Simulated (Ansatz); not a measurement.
`C[N]=[Mo]([NH2])(=[O])[F]` + HCl → `C[N]=[Mo]([NH2])(=[O])[Cl]` + H–F at 298.15 K and 1 bar (ligand exchange at a Mo–F bond).

Isolated molecules relaxed with PBE0-D4/def2-TZVP in Ansatz; ΔE leaves out vibrations. CBS: MP2 limit from def2 TZ/QZ plus the TZ coupled-cluster correction, frozen cores. This one scheme is used for every species. def2 core potentials past Kr. For Mo outer-core shells are correlated without core-valence functions, which leaves a few kJ/mol of doubt a bond. Each species was taken in one conformer, which may not be the lowest.

| species | CCSD(T)/CBS energy (Eh) | H − E (kJ/mol) | S (J/(mol·K)) |
| --- | --- | --- | --- |
| `C[N]=[Mo]([NH2])(=[O])[F]` | -393.69631 | 217.8 | 378.8 |
| HCl | -460.38127 | 26.6 | 186.8 |
| `C[N]=[Mo]([NH2])(=[O])[Cl]` | -753.69092 | 216.4 | 390.7 |
| H–F | -100.39570 | 33.5 | 173.6 |

H − E and S are ideal-gas, rigid-rotor, harmonic terms from PBE0-D4/def2-TZVP, for one conformer and one mirror image of each species. 1 Eh = 2625.50 kJ/mol, R = 8.31446 J/(mol·K).

Q: By hand: ΔE, ΔH, ΔS and ΔG.

A: ΔE = (-753.69092) + (-100.39570) − (-393.69631) − (-460.38127) = -0.00904 Eh = -23.7 kJ/mol. Δ(H − E) = 216.4 + 33.5 − 217.8 − 26.6 = 5.5, so ΔH = -18.2 kJ/mol. ΔS = 390.7 + 173.6 − 378.8 − 186.8 = -1.3 J/(mol·K). ΔG = -18.2 − 298.15 × (-1.3)/1000 = -17.8 kJ/mol.

Q: By hand: the equilibrium constant, and the temperature at which ΔG would vanish if ΔH and ΔS stayed fixed.

A: log₁₀ K = −ΔG/(RT ln 10) = 3.1. ΔG = 0 at ΔH/ΔS = 14000 K, far beyond where these terms or the molecules hold.

The number of gas molecules stays the same, so ΔS is small and ΔH decides. A doubt of 5 kJ/mol in ΔE shifts log₁₀ K by 0.9 here. Other conformers and mirror images would add mixing entropy, several J/(mol·K) or more a flexible species. These are equilibria of isolated gas molecules and say nothing of rates. Largest T1 diagnostic: 0.022 (customary marks: 0.02 for closed shells, 0.045 for open ones).
